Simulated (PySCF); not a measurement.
A structure optimised at PBE-D3(BJ)/def2-SVP, used in a PySCF frequency run:

```
C
H 1 1.1108
H 1 1.1113 2 106.91
Si 1 1.8610 2 108.75 3 117.45
F 4 1.6427 1 110.48 2 -82.23
O 4 1.6706 5 109.38 1 116.46
H 6 0.9723 4 116.85 5 66.18
H 4 1.5004 5 105.40 6 120.41
Si 1 1.8992 2 109.31 3 -117.50
H 9 1.5006 1 110.81 2 166.30
H 9 1.5053 10 109.16 1 -121.56
H 9 1.5063 10 108.69 11 -117.59
```

### Question
Write its SMILES and formula.

### Answer
O[Si@@H](F)C[SiH3], CH₇FOSi₂

### Question
What are its rotational constants (standard atomic weights)?

### Answer
5.9445, 1.6270, 1.3806 GHz
